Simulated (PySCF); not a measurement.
## CH6FNOSi

The system: CH6FNOSi, a small molecule; neutral, singlet. The structure, one conformer, was relaxed in the gas phase by PBE0-D3(BJ)/def2-SVP. No frequency run checks that it is a minimum.

SMILES: OC(F)N[SiH3]

```xyz
11

C    -1.025    0.482    0.041
N    -0.007   -0.424   -0.328
Si    1.691   -0.171   -0.006
O    -2.224    0.227   -0.569
F    -1.234    0.457    1.416
H    -0.720    1.513   -0.208
H    -0.344   -1.376   -0.442
H     2.462   -1.027   -0.953
H     1.957    1.277   -0.251
H     2.131   -0.505    1.385
H    -2.655   -0.482   -0.075
```
(Å; atoms numbered from 1)

Shieldings: GIAO PBE0/pcSseg-2. Shifts are against computed references at the same level: C TMS (σ 184.1 ppm), H TMS (σ 31.24 ppm), Si TMS (σ 341.3 ppm). Core levels by delta-SCF with SCAN, pcX-2 on the ionised atom and pcseg-1 elsewhere, spin-free X2C (2p3/2 is the spin-free 2p value less a third of a first-order spin-orbit splitting); from the vacuum level, for chosen atoms.

Task: Give the NMR and core-level values of the distinct atoms.

Result: 
```csv
atoms,bonded to,σ (ppm),δ (ppm),core level (eV)
C1,1 F + 1 N + 1 O + 1 H,69.3,114.9,1s 295.57
N2,1 C + 1 Si + 1 H,196.0,-,1s 405.13
Si3,1 N + 3 H,398.4,-57.1,2p3/2 107.37
O4,1 C + 1 H,220.2,-,1s 539.67
F5,1 C,248.2,-,1s 692.28
H6,1 C,25.47,5.77,-
H7,1 N,30.02,1.22,-
H8 H9 H10,1 Si,26.58,4.67,-
H11,1 O,29.53,1.71,-
```

Values are those of this one static structure, with the three H of a rotating XH3 group averaged; atoms that internal rotation interchanges would show their mean in an NMR spectrum.

Task: By CAM-B3LYP/def2-SVPD (TDDFT singlets, Tamm-Dancoff triplets, ionisation by delta-SCF), where does absorption start, and what does vertical ionisation take?

Result: The lowest singlet lies at 6.77 eV (f 0.007), the strongest of the first 6 at 8.35 eV (f 0.035), the lowest triplet at 6.45 eV; vertical ionisation takes 10.08 eV.
